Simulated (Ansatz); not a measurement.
Ansatz (an electronic-structure program) input:

Ansatz 0.2 input:
```yaml
crystal:
  periodic: [false, false, false]
  atoms:
    - {symbol: Si, position_ang: [0.55072346, -0.30933597, 0.05867554]}
    - {symbol: F, position_ang: [-0.80611421, -0.96051986, -0.76162152]}
    - {symbol: F, position_ang: [0.42751721, 1.23084958, -0.68081491]}
    - {symbol: H, position_ang: [-0.22622083, 0.08298487, 1.31717118]}
basis:
  gaussian:
    orbitals: def2-TZVP
hamiltonian:
  xc: b3lyp
  dispersion: d3bj
total_charge: -1
relax: {f_tol: 0.002, max_steps: 150}
```

**Question.** What final total energy does it print?

**Answer.** -490.03305 Eh (B3LYP-D3(BJ)/def2-TZVP). The basis has 105 functions.

It need not be the lowest isomer of its formula. Whether it binds its extra electron was not tested at this geometry.
